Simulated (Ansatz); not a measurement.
Results of the Gaussian-basis code of Ansatz.

A structure relaxed at PBE0-D4/def2-TZVP, charge 0, multiplicity 1:

```xyz
14

C     2.079    0.356   -0.952
C     1.130   -0.551   -0.211
O    -0.099    0.125   -0.009
Si   -1.377   -0.573    0.753
P    -3.108    0.843    0.873
H     2.260    1.268   -0.380
H     1.663    0.636   -1.921
H     3.036   -0.146   -1.116
H     0.958   -1.472   -0.784
H     1.558   -0.842    0.757
H    -0.997   -0.978    2.137
H    -1.812   -1.796    0.020
H    -2.996    1.213   -0.494
H    -2.295    1.916    1.326
```

(1) Give its formula and SMILES.

(2) Point group (tolerance 0.08 Å, 0.16 Å for H)?

(3) Summarise the bond lengths by kind.

Results:

(1) C2H9OPSi, `CCO[SiH2]P`.

(2) Cs.

(3) 1 × C–C 1.508 Å; 5 × C–H 1.092 to 1.098 Å; 1 × C–O 1.417 Å; 1 × O–Si 1.644 Å; 1 × P–Si 2.239 Å; 2 × H–Si 1.491 Å; 2 × H–P 1.421 Å.
